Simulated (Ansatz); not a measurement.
# Nudged elastic band run: BH4NS2

The input (input.yaml):

```yaml
crystal:
  periodic: [false, false, false]
  atoms:
    - { symbol: "N", position_ang: [-0.561119, 1.094149, -0.008779] }
    - { symbol: B, position_ang: [0.225459, -0.056451, -0.011749] }
    - { symbol: S, position_ang: [2.043196, 0.130373, -0.042507] }
    - { symbol: S, position_ang: [-0.470489, -1.74314, 0.01275] }
    - { symbol: H, position_ang: [-1.563858, 1.080502, 0.003729] }
    - { symbol: H, position_ang: [-0.169304, 2.018764, -0.019457] }
    - { symbol: H, position_ang: [2.357947, -1.170858, -0.027346] }
    - { symbol: H, position_ang: [-1.769533, -1.410439, 0.03756] }
basis:
  gaussian: { orbitals: def2-SVP }
hamiltonian:
  xc: { name: BHLYP }
  dispersion: d4
neb:
  order_check: false
  images: 7
  f_tol: 0.05
  max_iterations: 36
  initial_path: idpp
  final_atoms:
    - { symbol: "N", position_ang: [-0.55347943, 1.34876786, -0.0452039] }
    - { symbol: B, position_ang: [-0.01763951, 0.06318169, -0.00889052] }
    - { symbol: S, position_ang: [1.79436101, -0.10404883, 0.17680686] }
    - { symbol: S, position_ang: [-1.17165782, -1.34898487, -0.14975936] }
    - { symbol: H, position_ang: [0.01319833, 2.17683639, -0.0711883] }
    - { symbol: H, position_ang: [-1.54084398, 1.529473, -0.04756883] }
    - { symbol: H, position_ang: [1.89895472, -1.40154296, -0.12977614] }
    - { symbol: H, position_ang: [-0.33059431, -2.32078228, 0.21978119] }
```

Launched with:

```bash
$ ansatz run input.yaml --threads 1 --pin off --max-ram 2048MiB --backend cpu --events-out ev --progress --plain --runs-dir out
```

Output, in part (warnings, iteration lines, the closing report on the highest movable image, with atoms numbered from 0):

```
NEB end point (image 0): max|allowed force component| = 5.727e-3 eV/Å (the criterion of neb.relax_end_points is 1.000e-2)
NEB end point (image 8): max|allowed force component| = 3.198e-3 eV/Å (the criterion of neb.relax_end_points is 1.000e-2)
NEB iter   1: max|band force component| = 1.753e0 eV/Å  barrier→ = 1.4141 eV  barrier← = 1.4003 eV  Δτ_max = 0.2000 Å  (236 SCF iters)
NEB iter   2: max|band force component| = 7.262e-1 eV/Å  barrier→ = 1.0540 eV  barrier← = 1.0402 eV  Δτ_max = 0.2000 Å  (214 SCF iters)
NEB iter   3: max|band force component| = 1.139e0 eV/Å  barrier→ = 0.8445 eV  barrier← = 0.8307 eV  Δτ_max = 0.1001 Å  (211 SCF iters)
NEB iter   4: max|band force component| = 1.007e0 eV/Å  barrier→ = 0.7688 eV  barrier← = 0.7551 eV  Δτ_max = 0.0995 Å  (215 SCF iters)
NEB iter   5: max|band force component| = 3.792e-1 eV/Å  barrier→ = 0.6831 eV  barrier← = 0.6693 eV  CI = image 3  Δτ_max = 0.1981 Å  (216 SCF iters)
NEB iter   6: max|band force component| = 3.583e-1 eV/Å  barrier→ = 0.6439 eV  barrier← = 0.6301 eV  CI = image 3  Δτ_max = 0.0992 Å  (213 SCF iters)
NEB iter   7: max|band force component| = 2.669e-1 eV/Å  barrier→ = 0.6326 eV  barrier← = 0.6188 eV  CI = image 3  Δτ_max = 0.0997 Å  (218 SCF iters)
NEB iter   8: max|band force component| = 2.138e-1 eV/Å  barrier→ = 0.6297 eV  barrier← = 0.6159 eV  CI = image 3  Δτ_max = 0.0992 Å  (212 SCF iters)
NEB iter   9: max|band force component| = 1.819e-1 eV/Å  barrier→ = 0.6294 eV  barrier← = 0.6156 eV  CI = image 3  Δτ_max = 0.0998 Å  (207 SCF iters)
NEB iter  10: max|band force component| = 1.504e-1 eV/Å  barrier→ = 0.6292 eV  barrier← = 0.6155 eV  CI = image 3  Δτ_max = 0.0997 Å  (198 SCF iters)
NEB iter  11: max|band force component| = 1.095e-1 eV/Å  barrier→ = 0.6292 eV  barrier← = 0.6154 eV  CI = image 3  Δτ_max = 0.0994 Å  (195 SCF iters)
NEB iter  12: max|band force component| = 6.068e-2 eV/Å  barrier→ = 0.6292 eV  barrier← = 0.6154 eV  CI = image 3  Δτ_max = 0.0993 Å  (185 SCF iters)
NEB iter  13: max|band force component| = 6.405e-2 eV/Å  barrier→ = 0.6292 eV  barrier← = 0.6154 eV  CI = image 3  Δτ_max = 0.0499 Å  (184 SCF iters)
NEB iter  14: max|band force component| = 4.772e-2 eV/Å  barrier→ = 0.6292 eV  barrier← = 0.6154 eV  CI = image 3  Δτ_max = 0.0000 Å  (351 SCF iters)
Total energy: -23894.94477442 eV, -878.1230238847 hartree
Atom 0 at    -0.681425     1.061793    -0.218248 Å, force     0.000220    -0.000183     0.000124 eV/Å
Atom 1 at     0.132379    -0.113702     0.038841 Å, force    -0.000238    -0.000176    -0.000214 eV/Å
Atom 2 at     1.755779     0.052019     0.833373 Å, force    -0.000070     0.000095     0.000006 eV/Å
Atom 3 at    -0.449921    -1.759100    -0.424131 Å, force    -0.000132     0.000297    -0.000010 eV/Å
Atom 4 at    -0.932858     1.562243     0.623534 Å, force    -0.000009     0.000075    -0.000079 eV/Å
Atom 5 at    -0.235119     1.726034    -0.836197 Å, force    -0.000079     0.000055     0.000044 eV/Å
Atom 6 at     2.121702    -1.238187     0.863490 Å, force     0.000059    -0.000104     0.000017 eV/Å
Atom 7 at    -1.618238    -1.348201    -0.936462 Å, force     0.000249    -0.000059     0.000113 eV/Å
Dipole moment:    -0.080856     0.210429    -0.015034 e Å
```

The forces met the threshold. The profile has 2 maxima (images 3, 7) with wells between them (image 5): this band takes more than one step, which may be the mechanism or a detour left from its start path. A structure lower than the last end lies on the path between it and the top, so the climb from that side starts below the end, which may itself be a saddle point or a shallow side well. A vibrational analysis at the climbing image gives one clearly imaginary mode, 425i cm⁻¹: a first-order saddle point.

Final band (atoms are numbered from 1 in the order of the input):

```json
{"image": "0", "path coordinate (Å)": "0.00", "energy (kcal/mol)": "0.0", "dihedral S3–B2–S4–H8 (°)": "180"}
{"image": "1", "path coordinate (Å)": "0.63", "energy (kcal/mol)": "2.4", "dihedral S3–B2–S4–H8 (°)": "-166"}
{"image": "2", "path coordinate (Å)": "1.27", "energy (kcal/mol)": "10.3", "dihedral S3–B2–S4–H8 (°)": "-171"}
{"image": "3", "path coordinate (Å)": "1.90", "energy (kcal/mol)": "14.5", "dihedral S3–B2–S4–H8 (°)": "-180"}
{"image": "4", "path coordinate (Å)": "2.81", "energy (kcal/mol)": "6.6", "dihedral S3–B2–S4–H8 (°)": "169"}
{"image": "5", "path coordinate (Å)": "3.71", "energy (kcal/mol)": "0.1", "dihedral S3–B2–S4–H8 (°)": "176"}
{"image": "6", "path coordinate (Å)": "4.62", "energy (kcal/mol)": "3.5", "dihedral S3–B2–S4–H8 (°)": "123"}
{"image": "7", "path coordinate (Å)": "5.52", "energy (kcal/mol)": "3.6", "dihedral S3–B2–S4–H8 (°)": "67"}
{"image": "8", "path coordinate (Å)": "6.43", "energy (kcal/mol)": "0.3", "dihedral S3–B2–S4–H8 (°)": "13"}
```

Run time: 11 min on 1 thread of Intel(R) Xeon(R) Processor @ 2.50GHz (Skylake/Cascade Lake), on a shared host, peak memory 0.18 GiB.
